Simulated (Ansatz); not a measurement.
`CO[Si](C)(F)[GeH3]` + `[F][GeH]([F])[F]` → `CO[SiH](C)F` + `[F][Ge]([F])([F])[GeH3]` at 600 K and 1 bar (redistribution).

Isolated molecules relaxed with PBE0-D4/def2-TZVP in Ansatz; ΔE leaves out vibrations. CBS: MP2 limit from def2 TZ/QZ plus the TZ coupled-cluster correction, frozen cores. For Ge outer-core shells are correlated without core-valence functions, which leaves a few kJ/mol of doubt a bond. Scalar relativity is left out up to krypton. One conformer a species, not always the lowest.

```
                  species  CCSD(T)/CBS energy (Eh)  H − E (kJ/mol)  S (J/(mol·K))
     `CO[Si](C)(F)[GeH3]`              -2621.79878           368.1          568.3
       `[F][GeH]([F])[F]`              -2376.20168            80.2          351.9
            `CO[SiH](C)F`               -544.48370           304.8          453.9
`[F][Ge]([F])([F])[GeH3]`              -4453.52870           144.8          466.6
```

H − E and S are ideal-gas, rigid-rotor, harmonic terms from PBE0-D4/def2-TZVP, for one conformer and one mirror image of each species. 1 Eh = 2625.50 kJ/mol, R = 8.31446 J/(mol·K).

Question: By hand: ΔE, ΔH, ΔS and ΔG.

Answer: ΔE = (-544.48370) + (-4453.52870) − (-2621.79878) − (-2376.20168) = -0.01194 Eh = -31.3 kJ/mol. Δ(H − E) = 304.8 + 144.8 − 368.1 − 80.2 = 1.3, so ΔH = -30.0 kJ/mol. ΔS = 453.9 + 466.6 − 568.3 − 351.9 = 0.3 J/(mol·K). ΔG = -30.0 − 600 × (0.3)/1000 = -30.2 kJ/mol.

Question: By hand: the equilibrium constant, and the temperature at which ΔG would vanish if ΔH and ΔS stayed fixed.

Answer: log₁₀ K = −ΔG/(RT ln 10) = 2.6. ΔH and −TΔS have one sign here, so there is no such temperature. One of them is within its doubt of zero, so this could turn.

The number of gas molecules stays the same, so ΔS is small and ΔH decides. A doubt of 5 kJ/mol in ΔE shifts log₁₀ K by 0.4 here. Other conformers and mirror images would add mixing entropy, several J/(mol·K) or more a flexible species. Modes under 60 cm⁻¹, often nearly free rotors, make the harmonic entropy too high. These are equilibria of isolated gas molecules and say nothing of rates. Largest T1 diagnostic: 0.013 (customary marks: 0.02 for closed shells, 0.045 for open ones).
